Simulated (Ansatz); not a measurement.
CH$_{5}$FNNbS (`[CH3][Nb]([NH2])([F])=[S]`). The species carries charge 0 and has multiplicity 1. Nb: def2 effective core potential.

Z-matrix (Å, degrees):
```
C
Nb 1 2.139
H 1 1.095 2 109.0
H 1 1.092 2 112.2 3 -120.0
H 1 1.096 2 109.4 3 118.9
N 2 1.945 1 105.4 3 179.0
F 2 1.870 1 107.2 3 -57.8
S 2 2.139 1 105.2 3 65.6
H 6 1.013 2 122.8 1 77.8
H 6 1.010 2 126.4 1 -108.7
```

(1) List the harmonic frequencies (cm⁻¹, unscaled) at PBE0-D4/def2-TZVP in Ansatz. (Best estimate.)

(2) Is this a minimum?

(3) Give the ideal-gas thermochemistry at 298.15 K and 1 bar (rigid rotor, harmonic oscillator; point group C1, symmetry number 1).

(4) Rotational constants (cm⁻¹)?

## Answers

(1) Computed: 143, 152, 159, 171, 175, 187, 354, 517, 532, 540, 570, 582, 630, 692, 722, 1184, 1408, 1415, 1534, 3023, 3108, 3140, 3552, 3659.

(2) Yes, all 24 modes are real.

(3) Zero-point energy 168.4 kJ/mol; H(298) − E = 192.5 kJ/mol; entropy 373.4 J/(mol·K), of which translation 173.3, rotation 116.4, vibration 83.8; G(298) − E = 81.2 kJ/mol.

(4) 0.09148, 0.06604, 0.06447.
